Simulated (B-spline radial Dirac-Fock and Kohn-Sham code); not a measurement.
As²⁺ 3d3/2: cross section and angular parameters

System: the As²⁺ ion, configuration [Ar] 3d10 4s2 4p1; threshold 73.40 eV (orbital energy of the model). Model: Dirac-Hartree-Slater photoionisation with a Latter tail; cross sections with all multipoles, angular parameters from the dipole term and its interference with E2. Program: an atomic code on a B-spline grid.

Input of the calculation (task.json; shells as n, l, electrons):

```json
{"items": [{
  "Z": 33,
  "q": 2,
  "cfg": [[1, 0, 2], [2, 0, 2], [2, 1, 6], [3, 0, 2], [3, 1, 6], [3, 2, 10], [4, 0, 2], [4, 1, 1]],
  "A": 75,
  "rrms": 4.0968,
  "do": "xps",
  "hv": [85.5, 128.0, 140.0, 209.0, 239.0, 297.0, 394.0, 400, 453.0, 526.0, 579.0, 800, 908.0, 976.0, 1253.6, 1480.0, 1960.0, 2000, 4140.0, 5414.7, 5560.0, 6190.0, 6240.0, 7840.0, 8047.8, 10700.0, 11700.0, 12000, 12900.0, 15000]
}]}
```

Run with: `python xray2_run.py task.json out`

For linearly polarised light dσ/dΩ = σ/(4π) [1 + β P₂(cos θ) + (δ + γ cos²θ) sin θ cos φ], with θ from the polarisation vector and φ the angle between the beam and the projection of the electron momentum on the plane normal to the polarisation.

```
hν (eV)   σ (kb)      β       γ      δ
   85.5     2120  0.092  -0.004  0.006
    128     2880  0.360  -0.009  0.013
    140     2760  0.456  -0.007  0.015
    209     1820  0.820   0.011  0.020
    239     1460  0.914   0.021  0.022
    297      958  1.037   0.042  0.026
    394      509  1.148   0.085  0.032
    400      491  1.153   0.088  0.032
    453      360  1.184   0.113  0.035
    526      243  1.209   0.149  0.038
    579      188  1.218   0.175  0.041
    800     73.8  1.214   0.280  0.051
    908     50.1  1.199   0.329  0.056
    976     40.0  1.187   0.358  0.060
 1253.6     17.9  1.131   0.464  0.073
   1480     10.3  1.083   0.537  0.085
   1960     3.90  0.986   0.660  0.110
   2000     3.63  0.979   0.669  0.112
   4140        ?      ?       ?      ?
 5414.7   0.0850  0.608   1.045  0.280
   5560   0.0765  0.599   1.054  0.287
   6190   0.0497  0.562   1.086  0.315
   6240   0.0481  0.560   1.088  0.317
   7840   0.0189  0.486   1.148  0.385
 8047.8   0.0170  0.478   1.154  0.393
  10700  0.00513  0.390   1.205  0.495
  11700  0.00350  0.363   1.214  0.531
  12000  0.00314  0.356   1.215  0.542
  12900  0.00231  0.335   1.217  0.573
  15000  0.00120  0.294   1.214  0.641
```

Q: Give the values at 4140 eV.

A: σ = 0.244 kb, β = 0.703, γ = 0.955, δ = 0.220.
